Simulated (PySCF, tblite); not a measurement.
Isomers of C5H11SSi (doublet state), one GFN2-xTB conformer each. Single-point energies are computed at B3LYP/pcH-1 (PySCF, gas phase, no added dispersion term), electronic only. GFN2-xTB treats the open shell by occupation alone, and not every SCF solution was tested for stability.

Problem. Rank them by B3LYP/pcH-1 energy, lowest first (kcal/mol).
A. `[CH3:1][CH2:2][CH2:3][S:4][Si:5]1[CH2:6][CH2:7]1` (doublet state) with C1–C2–C3–S4 -177°, C2–C3–S4–Si5 -68°, C3–S4–Si5–C6 -128°
B. `[CH2:1][CH2:2][CH2:3][S:4][SiH:5]1[CH2:6][CH2:7]1` (doublet state) with H–C1–C2–C3 147° and -34°, C1–C2–C3–S4 -65°, C2–C3–S4–Si5 171°, C3–S4–Si5–C6 88°

Solution. A (0.0), B (18.3).

GFN2-xTB itself gives, in the same order: 0.0, 24.3. Both levels put the same isomer lowest.

Problem. What happens when harmonic zero-point energies from GFN2-xTB frequencies are added?

Solution. 
| SMILES | ZPE (kcal/mol) | electronic (kcal/mol) | with ZPE (kcal/mol) |
| --- | --- | --- | --- |
| CCCS[Si]1CC1 | 92.6 | 0.0 | 0.0 |
| [CH2]CCS[SiH]1CC1 | 88.1 | 18.3 | 13.8 |

The zero-point energies span 4.5 kcal/mol. The order is unchanged.
